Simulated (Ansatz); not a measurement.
A run on `C=N[SiH](C)O` with other settings.

```yaml
crystal:
  periodic: [false, false, false]
  atoms:
    - {symbol: C, position_ang: [-1.468938, 1.480850, 0.706738]}
    - {symbol: N, position_ang: [-1.270137, 0.511931, -0.068347]}
    - {symbol: Si, position_ang: [0.280702, -0.068261, -0.598813]}
    - {symbol: C, position_ang: [0.488799, -1.799916, 0.020623]}
    - {symbol: O, position_ang: [1.560252, 0.811246, -0.029645]}
    - {symbol: H, position_ang: [-0.666103, 2.096524, 1.141888]}
    - {symbol: H, position_ang: [-2.489151, 1.762745, 0.995129]}
    - {symbol: H, position_ang: [0.243556, 0.016273, -2.083362]}
    - {symbol: H, position_ang: [0.549708, -1.806196, 1.111797]}
    - {symbol: H, position_ang: [1.404746, -2.244093, -0.374637]}
    - {symbol: H, position_ang: [-0.358781, -2.419867, -0.278117]}
    - {symbol: H, position_ang: [1.802347, 1.603664, -0.509254]}
basis:
  gaussian: {orbitals: "6-31G*", final_grid: {core_spheres: 8, valence_spheres: 7, degree: 23}}
total_charge: 1
magnetization: {spin_polarized: true, initial_magnetization: 1}
hamiltonian: {xc: {name: PBEsol}, dispersion: d3bjatm}
```

```sh
$ ansatz run in.yaml --threads 4 --pin off --events-out ev --progress --plain --max-ram 10444MiB
```

Output, abridged:

```
Functional definition: PBEsol
1163 factors; their error is unknown
mean field evaluation 1: about -13524.2455 eV, gradient 7.4e1 eV
mean field evaluation 2: about -13450.7280 eV, gradient 1.4e2 eV
mean field evaluation 4: about -13540.9194 eV, gradient 3.0e1 eV
mean field evaluation 8: about -13546.8143 eV, gradient 2.9e0 eV
mean field evaluation 16: about -13546.7846 eV, gradient 6.6e-3 eV
mean field -13546.78456004 eV, -497.8351502409 hartree, gradient 2.6e-5 eV, S^2 0.754561; 5 other end points of the search recorded, 0 dependent functions left out
reference -13546.78458650 eV, -497.8351512136 hartree; 24, 23 occupied and 69, 70 virtual orbitals, 1163 factors
Total energy: -13546.88243825 eV, -497.8387471991 hartree
```

Run time 1.1 s (4 threads of an Intel Xeon 6975P-C on a shared host); peak host memory 0.15 GiB.
